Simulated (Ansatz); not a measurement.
Consider the ligand exchange at the Si–N bond: `CN([SiH2]Cl)[SiH](O)F` + CH₃SH → `CS[SiH](O)F` + `CN[SiH2]Cl`.

Computed with Ansatz on PBE0-D4/def2-TZVP structures; ΔE is electronic, products minus reactants. CBS: MP2 limit from def2 TZ/QZ plus the TZ coupled-cluster correction, frozen cores. This one scheme is used for every species. Functionals use def2-TZVPP. B3LYP here is the variant with VWN-RPA as its local correlation; programs differ in this. Each species was taken in one conformer, which may not be the lowest.

`CN([SiH2]Cl)[SiH](O)F`:

```xyz
14

C    -0.590   -0.959   -1.357
N    -0.231   -0.086   -0.235
Si   -0.935   -0.355    1.306
Cl    0.404   -1.296    2.582
Si    0.975    1.109   -0.469
O     1.542    1.593    0.978
F     0.393    2.426   -1.140
H    -1.503   -0.624   -1.855
H     0.212   -0.972   -2.100
H    -0.738   -1.989   -1.025
H    -1.300    0.906    1.979
H    -2.084   -1.272    1.143
H     1.998    0.592   -1.400
H     1.857    0.926    1.592
```

CH₃SH:

Cartesian coordinates in Å:
```
C -0.329 -0.359 -0.064
S 0.391 1.075 0.764
H -0.632 -0.122 -1.083
H -1.216 -0.627 0.509
H 0.355 -1.207 -0.061
H 1.432 1.241 -0.065
```

`CS[SiH](O)F`:

```xyz
10

C     1.012    1.038    1.103
S    -0.276   -0.244    1.202
Si   -0.733   -0.447   -0.848
O    -1.626   -1.788   -1.062
F     0.644   -0.517   -1.655
H     1.356    1.209    2.122
H     0.609    1.969    0.707
H     1.848    0.700    0.493
H    -1.489    0.676   -1.431
H    -1.345   -2.597   -0.630
```

`CN[SiH2]Cl`:

Cartesian coordinates in Å:
```
C -1.377 0.086 -0.301
N -0.116 -0.627 -0.237
Si 1.364 0.104 0.157
Cl 1.528 0.730 2.128
H -1.902 0.120 0.661
H -2.041 -0.366 -1.042
H -1.195 1.117 -0.614
H -0.218 -1.611 -0.043
H 2.439 -0.888 -0.059
H 1.518 1.335 -0.650
```

| level | ΔE (kJ/mol) | difference from CCSD(T)/CBS |
| --- | --- | --- |
| r2SCAN-D4 | 2.6 | -5.8 |
| B3LYP-D4 | 6.9 | -1.5 |
| ωB97M-V | 8.2 | -0.2 |
| B2PLYP | 3.8 | -4.6 |
| PBE | -8.3 | -16.7 |
| PBE0 | -3.9 | -12.3 |
| CCSD(T)/def2-TZVPP | 12.3 | 3.9 |
| HF/def2-QZVPP | 7.8 | -0.6 |
| MP2/def2-QZVPP | 8.0 | -0.4 |
| MP2/CBS(def2) | 6.0 | -2.4 |
| CCSD(T)/CBS | 8.4 | 0 |

Largest T1 diagnostic among the species: 0.011.

From PBE to PBE0 (25 % exact exchange), in def2-TZVPP and without D4, ΔE moves by +4.4 kJ/mol. In def2-TZVPP, CCSD(T) changes the Hartree–Fock value by +5.5 kJ/mol (the triples alone add −0.1 kJ/mol) and MP2 by +3.1 kJ/mol.
